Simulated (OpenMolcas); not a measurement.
Ru3+: ligand-field states by method

Ru3+ with 5 ligands (fluoride) in square pyramidal coordination (C4v) at 1.93 Å, the axial distance 1.988 Å. A charge of +0.4 e stands 2.4 Å behind each ligand. Ligand basis ANO-RCC-VDZP.
```
Ru    0.0000    0.0000    0.0000
F     1.9300    0.0000    0.0000
F     0.0000    1.9300    0.0000
F    -1.9300    0.0000    0.0000
F     0.0000   -1.9300    0.0000
F     0.0000    0.0000    1.9879
```

- Program: OpenMolcas
- Basis: ANO-RCC-VTZP [7s6p4d2f1g]
- Scalar Hamiltonian: DKH2, point nucleus
- Active space: 5 electrons in 5 orbitals (4d)
- State averaging: 2S+1 = 6 even, 1 root; 2S+1 = 4 even, 24 roots; 2S+1 = 2 even, 75 roots
- Spin-orbit coupling: state interaction with AMFI integrals over the reference wave functions

I. CASSCF
II. SS-CASPT2, IPEA 0.25 Eh, imaginary shift 0.1 Eh (closed shells correlated: 4s 4p and the ligand valence shells)

Spin-free states in cm-1, each column counted from its own energy of the first state listed:

```json
{"State": "2S+1 = 4", "Degeneracy": "1", "I": "0", "II": "0"}
{"State": "2S+1 = 6", "Degeneracy": "1", "I": "586", "II": "7330"}
{"State": "2S+1 = 4", "Degeneracy": "2", "I": "676", "II": "-700"}
{"State": "2S+1 = 2", "Degeneracy": "1", "I": "2034", "II": "-990"}
{"State": "2S+1 = 2", "Degeneracy": "2", "I": "5452", "II": "2150"}
{"State": "2S+1 = 4", "Degeneracy": "1", "I": "11898", "II": "9790"}
{"State": "2S+1 = 2", "Degeneracy": "1", "I": "11984", "II": "8320"}
{"State": "2S+1 = 2", "Degeneracy": "1", "I": "13827", "II": "9900"}
{"State": "2S+1 = 2", "Degeneracy": "2", "I": "13869", "II": "8550"}
{"State": "2S+1 = 2", "Degeneracy": "1", "I": "14101", "II": "10050"}
{"State": "2S+1 = 2", "Degeneracy": "2", "I": "15264", "II": "9380"}
{"State": "2S+1 = 2", "Degeneracy": "1", "I": "15978", "II": "9720"}
{"State": "2S+1 = 4", "Degeneracy": "2", "I": "19161", "II": "19570"}
{"State": "2S+1 = 4", "Degeneracy": "1", "I": "23446", "II": "23770"}
{"State": "2S+1 = 2", "Degeneracy": "1", "I": "23471", "II": "16750"}
{"State": "2S+1 = 4", "Degeneracy": "1", "I": "24169", "II": "23860"}
{"State": "2S+1 = 4", "Degeneracy": "1", "I": "24615", "II": "24100"}
{"State": "2S+1 = 2", "Degeneracy": "2", "I": "24921", "II": "20950"}
{"State": "2S+1 = 4", "Degeneracy": "2", "I": "25903", "II": "25310"}
{"State": "2S+1 = 2", "Degeneracy": "1", "I": "27010", "II": "20520"}
```

II puts a state of multiplicity 2 lowest, 990 cm-1 below that state.

From I to II, I's first state of the same spin (2S+1 = 4) moves from 676 to -700 cm-1, by about -1400 cm-1.

From I to II, I's first state of another spin (2S+1 = 6) moves from 586 to 7330 cm-1, by about +6700 cm-1. In II another state of that kind comes below it.

χT at 300 K: I 2.84, II 1.00 cm3 K/mol.

Over all roots computed the reference weight is 0.71 to 0.73 in II; a low but even weight reflects the number of correlated electrons. This shell can be high or low spin here, a state of another spin lies low, and with metal d orbitals alone active their balance is uncertain, so the ground spin may be wrong, although the usual error favours high spin. The least metal-like active orbital is 78 % on the metal (Löwdin) and no ligand orbital is active, so the numbers are rough. Ligand-to-metal charge-transfer states are missing. With no ligand orbital active B as a rule stays too high, so bands that hang on it stand too high and its fall with covalency is understated. Spin-orbit coupling mixes the spin-free states strongly: the lowest level takes only 48 % from its leading state, 2S+1 = 4 (figures for I; the like holds for II). Without dynamic correlation the repulsion within the d shell is too large (B by tens of per cent), so at a given field states of lower spin stand too high (holds for I). With metal d orbitals alone the field can be off either way by tens of per cent (holds for I). No measured value stands beside these numbers; the geometry was imposed, not optimised, and the real ion may take another.

A state without a sure symmetry label is named by its multiplicity alone.
